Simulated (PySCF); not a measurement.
# Ar (argon, neutral) across methods

[Ar], closed-shell 1S. All numbers are calculated (PySCF 2.14, scalar relativity by spin-free X2C-1e, in an even-tempered Gaussian basis (23 s from 0.01 bohr⁻², ratio 2.5; 15 p from 0.013 bohr⁻², ratio 2.5; 6 d from 0.91 bohr⁻², ratio 2.7; 5 f from 1.4 bohr⁻², ratio 2.7)).

```
 method  E (hartree)  mean ε 2p (eV)  mean ε 3s (eV)  mean ε 3p (eV)  Σ⟨r²⟩ (bohr²)   ⟨S²⟩
    LDA    -527.7499         -229.79         -24.260         -10.386          26.24  0.000
    UHF   -528.63012         -260.54         -35.004         -16.064          25.98  0.000
    PBE    -529.1747         -229.79         -24.283         -10.270          26.17  0.000
   PBE0    -529.2126         -237.71         -27.224         -11.961          25.99  0.000
 r2SCAN    -529.3401         -233.07         -25.402         -10.712          25.93  0.000
r2SCAN0    -529.3361         -240.11         -27.950         -12.257          25.88  0.000
```

(1) Estimate the same row for B97-3.

Results:

(1) E (hartree) = -529.3125; mean ε 2p (eV) = -238.40; mean ε 3s (eV) = -27.389; mean ε 3p (eV) = -12.015; Σ⟨r²⟩ (bohr²) = 25.95; ⟨S²⟩ = 0.000.
